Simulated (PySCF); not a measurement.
**A ladder of Hamiltonians for Sb⁴⁹⁺ (antimony, charge +49)**

Occupied: 1s1/2. Hartree-Fock calculated with PySCF 2.14 in an uncontracted even-tempered set (16 s from 9.2 bohr⁻², ratio 2.7; 12 p from 11 bohr⁻², ratio 2.7), Gaussian nucleus throughout. NR is non-relativistic, sf-X2C the spin-free one-electron X2C Hamiltonian, X2C adds the bare one-electron spin-orbit term, X2C-SNSO screens it by Boettger's factors, DC is four-component Dirac-Coulomb, and the Gaunt and Breit terms are added at first order (total energies over the DC spinors, levels after relaxing the spinors in that mean field). QED terms are absent. Levels marked empty are virtual spinors of this ion.

```csv
level (eV),NR,sf-X2C,X2C,X2C-SNSO
1s1/2,-34524.4,-35769.8,-35769.8,-35769.8
2s1/2 (empty),-8300.9,-8676.1,-8676.1,-8676.1
2p1/2 (empty),-8206.2,-8362.0,-8573.1,-8568.6
2p3/2 (empty),-8206.2,-8362.0,-8267.7,-8269.5
3s1/2 (empty),-3656.2,-3788.7,-3788.7,-3788.7
```

Question: Where do the four-component calculations put these levels?

Answer: 1s1/2: DC -35793.7, DC+Gaunt -35744.9, DC+Breit -35744.9; 2s1/2 (empty): DC -8678.5, DC+Gaunt -8673.2, DC+Breit -8673.8; 2p1/2 (empty): DC -8567.1, DC+Gaunt -8555.9, DC+Breit -8557.6; 2p3/2 (empty): DC -8271.4, DC+Gaunt -8265.7, DC+Breit -8267.3; 3s1/2 (empty): DC -3789.4, DC+Gaunt -3787.9, DC+Breit -3788.1 (eV).

```csv
Hamiltonian,E (hartree),E − E(DC) (hartree),CPU seconds
NR,-2569.1499,95.0398,0.27
sf-X2C,-2663.3028,0.8869,0.14
X2C,-2663.3028,0.8869,0.14
X2C-SNSO,-2663.3028,0.8869,0.14
DC,-2664.1896,0.0000,3
DC+Gaunt,-2662.3796,1.8100,4.9
DC+Breit,-2662.3796,1.8100,44
```

Weight of the small component: 1s1/2 0.0355, 2s1/2 0.00853, 2p1/2 0.00848, 2p3/2 0.00817, 3s1/2 0.00375.

Koopmans' value for the highest occupied level at DC+Breit: 35744.9 eV, against an ionisation energy of 35710.0 eV (theoretical estimate listed by NIST; NIST Atomic Spectra Database, ionization energies); the former lacks relaxation, correlation, QED and recoil.

The whole ladder took 53 s of wall time on 1 thread of AMD EPYC 7R43 64-Core Processor (shared host), launched as `OMP_NUM_THREADS=1 python relrun2.py TASK.json OUT` (a driver that calls PySCF for each Hamiltonian).

Dirac-Coulomb iterations, started from the X2C spinors:

```
with_ssss True, with_gaunt False, with_breit False
light speed = 137.03599967994
init E= -2650.42868012423
cycle= 1 E= -2664.18956539708  delta_E= -13.8  |g|= 0.914  |ddm|= 0.0414
cycle= 2 E= -2664.18962076159  delta_E= -5.54e-05  |g|= 0.00203  |ddm|= 0.000185
cycle= 3 E= -2664.18962076216  delta_E= -5.7e-10  |g|= 4.26e-06  |ddm|= 1.39e-06
```
